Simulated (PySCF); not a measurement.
Working out the ionisation energy of Se⁺

Se⁺ [Ar] 3d10 4s2 4p3 (4S) → Se²⁺ [Ar] 3d10 4s2 4p2 (3P). Computed with PySCF 2.14 in cc-pVTZ-PP with ECP10MDF (5s4p3d1f, 39 functions), with a scalar-relativistic core potential. Frozen: 3s2 3p6 3d10. Energies in hartree (1 hartree = 27.21139 eV):

```tsv
part	Se⁺ (lower)	Se²⁺ (upper)
UHF	-371.548045	-370.782172
CCSD correlation	-0.090183	-0.072937
(T)	-0.002538	-0.001491
```

**Question.** What does Hartree-Fock give?

**Answer.** (-370.782172) − (-371.548045) = 0.765873 hartree = 20.840 eV.

**Question.** What do CCSD and CCSD(T) give?

**Answer.** The CCSD correlation energies differ by 0.017246 hartree = 0.469 eV and the triples by 0.001047 hartree = 0.028 eV, so CCSD gives 21.309 eV and CCSD(T) 21.337 eV.

Reference: 21.196 ± 0.01 eV (measured; NIST Atomic Spectra Database, ionization energies), between the lowest levels; spin-orbit coupling is absent from the calculation.

What remains against the reference includes basis incompleteness, the frozen core and higher excitations.
